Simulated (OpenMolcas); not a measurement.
N: effect of the IPEA shift

- Program: OpenMolcas 26.06
- Basis: ANO-RCC-VTZP [4s3p2d1f]
- Scalar Hamiltonian: DKH2, point nucleus
- Active space: 5 electrons in 8 orbitals (2s 2p 3s 3p)
- State averaging: 2S+1 = 4 odd, 1 root; 2S+1 = 2 odd, 8 roots; 2S+1 = 4 even, 3 roots; 2S+1 = 2 even, 5 roots (0 in the spin-orbit step)
- Spin-orbit coupling: RASSI with atomic mean-field integrals over the reference wave functions, term energies averaged over their components

Methods on the same reference wave functions:
A. CASSCF
B. SS-CASPT2, IPEA 0 Eh, imaginary shift 0.1 Eh (closed shells correlated: 1s)
C. SS-CASPT2, IPEA 0.25 Eh, imaginary shift 0.1 Eh (closed shells correlated: 1s)

Energies in eV above 2s2 2p3 4S* 3/2, the measured ground level; measured values from NIST Handbook of Basic Atomic Spectroscopic Data.

```json
{"Level": "2s2 2p3 4S* 3/2", "A": "0.0000", "B": "0.0000", "C": "0.0000", "Measured": "0.0000"}
{"Level": "2s2 2p3 2D* 3/2", "A": "2.7581", "B": "2.492", "C": "2.496", "Measured": "2.3846"}
{"Level": "2s2 2p3 2D* 5/2", "A": "2.7587", "B": "2.493", "C": "2.496", "Measured": "2.3835"}
{"Level": "2s2 2p3 2P* 1/2", "A": "3.5428", "B": "3.668", "C": "3.656", "Measured": "3.5756"}
{"Level": "2s2 2p3 2P* 3/2", "A": "3.5432", "B": "3.668", "C": "3.656", "Measured": "3.5756"}
{"Level": "2s 2p4 4P 5/2", "A": "10.9835", "B": "10.920", "C": "10.917", "Measured": "10.9239"}
{"Level": "2s 2p4 4P 3/2", "A": "10.9898", "B": "10.926", "C": "10.923", "Measured": "10.9294"}
{"Level": "2s 2p4 4P 1/2", "A": "10.9936", "B": "10.930", "C": "10.927", "Measured": "10.9318"}
```

Deviations, from unrounded energies. A percentage is the sum of absolute deviations over the sum of measured energies, with the sign that they share, or ± where signs differ.

```
                        Against measurement  Levels     A     B     C
             mean absolute deviation (cm-1)       7  1100   470   460
other terms of the ground configuration (%)       4  ±6.8  +3.4  +3.2
                   other configurations (%)       3  +0.6  -0.0  -0.1
```

B, C lie about equally close to measurement and A furthest from it. The largest miss of C in the table is 2s2 2p3 2D* 5/2, by +910 cm-1. The ranking rests on the paired levels alone, and a cruder setting can come out closer through cancelling errors.

Between B and C the level of the table that moves most is 2s2 2p3 2P* 1/2, by 98 cm-1 (lowest in C, highest in B). Moves below CASPT2's spread within the term are not significant.

The two smallest mean deviations differ by little beside CASPT2's spread within terms, so their order carries little weight.

From A to B the spin-free energies of the other terms of 2s2 2p3 shown, above 4S*, scale by factors of 0.90 to 1.04.

The lowest spin-free term lies below A's lowest term by 0.081 hartree in B, 0.078 hartree in C.

Term energies are means over components that CASPT2 splits; among the terms shown or strongly mixed into the levels shown the widest spread is 68 cm-1 (2s2 2p3 2D*, C). Active for correlation alone: 3p 3s; no level in the range computed is led by a configuration that fills them, so any true level of that kind is missing. Without dynamic correlation excited terms often stand tens of per cent too high (terms of higher spin than the ground term too low), and those without a measured partner can miss by more than the paired ones (holds for A). Measured partners are found by configuration, term and J. A level has none where our copy of the source lacks it or the pairing is in doubt (some pairs that miss far off the trend of their configuration count as doubtful), and it then counts in no deviation. Levels of configurations outside the active space are missing.

* marks odd parity.
